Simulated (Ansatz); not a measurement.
Consider the cleavage of the Si–Si bond: `C[SiH](F)[SiH2]O` + H₂S → `C[SiH](F)S` + `O[SiH3]`.

Calculated with Ansatz (gas phase, PBE0-D4/def2-TZVP geometries, no zero-point term in ΔE). CBS: MP2 limit from def2 TZ/QZ plus the TZ coupled-cluster correction, frozen cores. This one scheme is used for every species. Functionals use def2-TZVPP. Each species was taken in one conformer, which may not be the lowest.

`C[SiH](F)[SiH2]O`:

Z-matrix (Å, degrees):
```
C
Si 1 1.860
H 1 1.094 2 109.9
H 1 1.093 2 110.9 3 119.5
H 1 1.092 2 111.2 3 -119.6
F 2 1.616 1 108.3 3 -176.2
Si 2 2.354 1 113.0 3 65.5
H 2 1.491 1 110.1 3 -59.7
O 7 1.656 2 111.2 1 60.6
H 7 1.493 2 109.9 1 -175.6
H 7 1.486 2 110.3 1 -56.2
H 9 0.958 7 117.0 2 60.4
```

H₂S:

```xyz
3

S    -0.579   -0.146   -0.166
H     0.601   -0.776   -0.259
H    -0.023    0.922    0.425
```

`C[SiH](F)S`:

Cartesian coordinates in Å:
```
C -0.563 0.786 0.642
Si 0.177 -0.798 0.033
F -1.010 -1.676 -0.588
S 1.713 -0.485 -1.401
H 0.199 1.404 1.120
H -1.001 1.354 -0.182
H -1.353 0.580 1.370
H 0.814 -1.605 1.098
H 1.024 0.440 -2.092
```

`O[SiH3]`:

Cartesian coordinates in Å:
```
O 0.937 -0.475 -0.734
Si -0.345 0.182 0.066
H 1.637 -0.868 -0.212
H -1.057 -0.833 0.890
H -1.251 0.707 -0.980
H 0.079 1.287 0.970
```

| level | ΔE (kJ/mol) |
| --- | --- |
| RPA@PBE/def2-TZVPP | -80.8 |
| MP2/def2-TZVPP | -94.2 |

Problem. What does CCSD(T)/CBS give? (Best estimate.)

Solution. Ansatz gave: -85.3 kJ/mol. The listed levels differ from it by 4.5, -8.9 kJ/mol.

Largest T1 diagnostic among the species: 0.012.

From BLYP to BHLYP (50 % exact exchange), in def2-TZVPP and without D4, ΔE moves by −10.0 kJ/mol. At CCSD(T), def2-SVP lies +4.0 kJ/mol from the extrapolated value and def2-TZVPP +1.1 kJ/mol. Leaving LDA and LC-ωPBE aside and taking each functional with its dispersion term where it has one, the values, not all of them listed here, spread over 16.1 kJ/mol, from ωB97M-V to PBE-D4.
